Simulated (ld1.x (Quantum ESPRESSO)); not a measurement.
**What one change does to a pseudopotential (Tl, ultrasoft)**

ld1.x (Quantum ESPRESSO) 7.5 input, shortened:

```
&input
   title='Tl', zed=81., rel=1, dft='BLYP', iswitch=3,
   config='[Xe] 4f14 5d10 6s2 6p0.5'
 /
 &inputp
   pseudotype=3, tm=.true., lloc=-1, rcloc=1.75,
   nlcc=.false.,
   which_augfun='PSQ', rmatch_augfun_nc=.true.
 /
6
6S  1  0   2.00   0.00  2.30  2.45  0.0
6S  1  0   0.00   1.50  2.30  2.45  0.0
6P  2  1   0.50   0.00  2.70  2.85  0.0
6P  2  1   0.00   3.85  2.70  2.85  0.0
5D  3  2  10.00   0.00  2.10  2.30  0.0
5D  3  2   0.00  -1.00  2.10  2.30  0.0
 &test
   configts(1)='5d10 6s2 6p0.5'
 /
```

Change: core correction a·sin(br)/r model core inside 2.28 bohr.

Cutoffs: the cutoffs (Ry, on a coarse ladder) from which the occupation-weighted sum of valence levels, in a spherical-Bessel basis at the reference potential, stays within 10 and 1 mRy of its value at 400 Ry; they do not see the model core or the augmentation charge, which bear on the density cutoff. Errors are all-electron minus pseudo energies relative to the spin-unpolarised reference configuration.

Question: How do hardness, ghosts and transferability respond?

Answer: The potential gets neither clearly harder nor softer (21 Ry and 35 Ry → 21 Ry and 35 Ry); both files keep a bound ghost (s); of the 7 tests that both files solve, the error grows in 3 and shrinks in 1 by more than 15 % and 0.3 meV (median size 8.4 → 9.8 meV). A model core, the more so a compact one, raises the density cutoff, which this test does not measure.

```csv
quantity,base,changed
"cutoff, loose",21 Ry,21 Ry
"cutoff, tight",35 Ry,35 Ry
bound ghosts,s,s
"error for 5d10 6s2 6p1, meV [ΔE -1.85 eV]",+1.1,+0.9
"error for 5d10 6s2 6p0, meV [ΔE 3.34 eV]",-1.4,-1.8
"error for 5d10 6s1 6p0, meV [ΔE 24.15 eV]",-24,-32
"error for 5d10 6s2 6p1.3, meV [ΔE -2.34 eV]",+1.8,+1.4
"error for 5d10 6s1 6p1, meV [ΔE 11.55 eV]",-8.4,-9.8
"error for 5d9 6s2 6p2, meV [ΔE 12.70 eV]",+109,+106
"error for 5d9 6s2 6p1, meV [ΔE 19.17 eV]",+94,+92
s: phases at 3.12 bohr within 0.05 rad from the reference energy up to (Ry; the scan ends near 5),to the end of the scan,to the end of the scan
p: phases at 3.12 bohr within 0.05 rad from the reference energy up to (Ry; the scan ends near 5),3.1,3.1
d: phases at 3.12 bohr within 0.05 rad from the reference energy up to (Ry; the scan ends near 5),3.1,3.1
lowest overlap eigenvalue by channel,"s 0.32, p 0.76, d 0.83","s 0.32, p 0.76, d 0.83"
```

 A true bound ghost makes a file unfit for plane-wave use even where its test errors are small: the radial tests pick states by their node count and pass the ghost by.
